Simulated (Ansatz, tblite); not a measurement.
Removing and adding an electron: ZrBrF₃. Charge 0, multiplicity 1. Geometry: PBE0-D4/def2-SVP. Ansatz, gas phase; energy differences of separate SCF runs; the oxidised species was run as a doublet alone; the reduced species was run as a doublet alone.

```tsv
atom	x (Å)	y (Å)	z (Å)
Zr1	0.020	-0.110	-0.012
Br2	-0.419	2.332	0.257
F3	-1.594	-1.077	0.154
F4	1.227	-0.697	1.315
F5	0.766	-0.447	-1.714
```

In the def2 sets Zr takes a core potential; there is no spin–orbit coupling. The xTB rows come from tblite. HOMO above LUMO, or a gap near zero within one spin, warns that the state may not be the lowest or that an electron is smeared out.

```json
{"level": "GFN1-xTB", "−HOMO (eV)": "12.55", "vertical IE (eV)": "16.40", "−LUMO (eV)": "9.55", "vertical EA (eV)": "6.06", "HOMO–LUMO gap (eV)": "3.01", "IE − EA (eV)": "10.34", "remarks": "–"}
{"level": "GFN2-xTB", "−HOMO (eV)": "12.77", "vertical IE (eV)": "16.39", "−LUMO (eV)": "8.91", "vertical EA (eV)": "5.59", "HOMO–LUMO gap (eV)": "3.86", "IE − EA (eV)": "10.79", "remarks": "–"}
{"level": "PBE-D4/def2-TZVP", "−HOMO (eV)": "7.95", "vertical IE (eV)": "11.48", "−LUMO (eV)": "2.72", "vertical EA (eV)": "–", "HOMO–LUMO gap (eV)": "5.23", "IE − EA (eV)": "–", "remarks": "gap within one spin near zero (+1 doublet)"}
{"level": "PBE-D4/def2-TZVPD", "−HOMO (eV)": "7.96", "vertical IE (eV)": "–", "−LUMO (eV)": "2.74", "vertical EA (eV)": "-0.12", "HOMO–LUMO gap (eV)": "5.22", "IE − EA (eV)": "–", "remarks": "HOMO above zero (-1 doublet), gap within one spin near zero (-1 doublet)"}
{"level": "r2SCAN-D4/def2-TZVP", "−HOMO (eV)": "8.31", "vertical IE (eV)": "11.66", "−LUMO (eV)": "2.58", "vertical EA (eV)": "–", "HOMO–LUMO gap (eV)": "5.73", "IE − EA (eV)": "–", "remarks": "–"}
{"level": "r2SCAN-D4/def2-TZVPD", "−HOMO (eV)": "8.30", "vertical IE (eV)": "–", "−LUMO (eV)": "2.57", "vertical EA (eV)": "-0.26", "HOMO–LUMO gap (eV)": "5.73", "IE − EA (eV)": "–", "remarks": "HOMO above zero (-1 doublet)"}
{"level": "PBE0-D4/def2-TZVP", "−HOMO (eV)": "9.28", "vertical IE (eV)": "11.68", "−LUMO (eV)": "1.91", "vertical EA (eV)": "–", "HOMO–LUMO gap (eV)": "7.37", "IE − EA (eV)": "–", "remarks": "–"}
{"level": "PBE0-D4/def2-TZVPD", "−HOMO (eV)": "9.27", "vertical IE (eV)": "–", "−LUMO (eV)": "1.91", "vertical EA (eV)": "-0.14", "HOMO–LUMO gap (eV)": "7.36", "IE − EA (eV)": "–", "remarks": "HOMO above zero (-1 doublet)"}
```

Relaxing the oxidised species (PBE0-D4/def2-SVP) changes its energy by -0.49 eV at PBE0-D4/def2-TZVP, so the adiabatic ionisation energy to this nearest minimum is 11.19 eV. At PBE-D4/def2-TZVP it is 11.12 eV.     A HOMO above zero means that the electron is unbound at that level or that self-interaction error raises the level; the energy of removing that electron tells which. Raw xTB energy differences between charge states are shifted by several eV; the methods need an empirical correction for them. A negative affinity means that the extra electron isn't bound; its size then hangs on the basis.
